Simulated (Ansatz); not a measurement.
System: C₂HO, net charge 0, doublet state. It need not be the lowest isomer of its formula. SMILES: C#C[O]
Structure (B3LYP-D3(BJ)/def2-TZVP (Ansatz, an electronic-structure program) minimum search):
```xyz
4

C      1.2163    -0.0661    -0.3300
C     -0.0160    -0.0137     0.0400
O     -1.1687     0.1087     0.2066
H      2.1478    -0.3907     0.0874
```
Charge 0, spin multiplicity 2.

Computed values are from Ansatz. Valence correlation only, unless marked. Open shells are spin-unrestricted. Spin-orbit coupling is left out. No relativistic terms. CBS marks a two-point X^-3 extrapolation of the correlation energy; Hartree-Fock from the larger set.

Task: What is the T1 diagnostic at CCSD/cc-pVQZ?

Result: 0.024.

Task: What is the atomisation energy De at CCSD(T)/CBS(cc-pVTZ,cc-pVQZ)?

Result: 417.7 kcal/mol.

Task: What is the total energy at CCSD(T)/CBS(cc-pVTZ,cc-pVQZ)?

Result: -151.7485 Eh.

Task: What is the dipole moment at CCSD(T)/aug-cc-pVDZ?

Result: 1.62 D.
